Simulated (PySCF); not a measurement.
F2HS, SMILES F[SH+]F, charge +1.

Geometry: TPSSh-D3(BJ)/def2-TZVP. The isomer is the one that the SMILES or the coordinates give; other isomers of the formula were not compared.

Method: B3LYP/def2-TZVPD in PySCF.

Isolated molecule, no solvent.

Computed frontier levels, gap, dipole moment and polarisability:
```yaml
highest_occupied_level: -17.66 eV
lowest_empty_level: -9.61 eV
orbital_gap: 8.05 eV
dipole_moment_about_the_centre_of_nuclear_charge: 0.576 e·Å
mean_static_polarisability: 19.5 bohr³ (2.88 Å³)
polarisability_principal_values: 16.8, 19.9, 21.7 bohr³
```
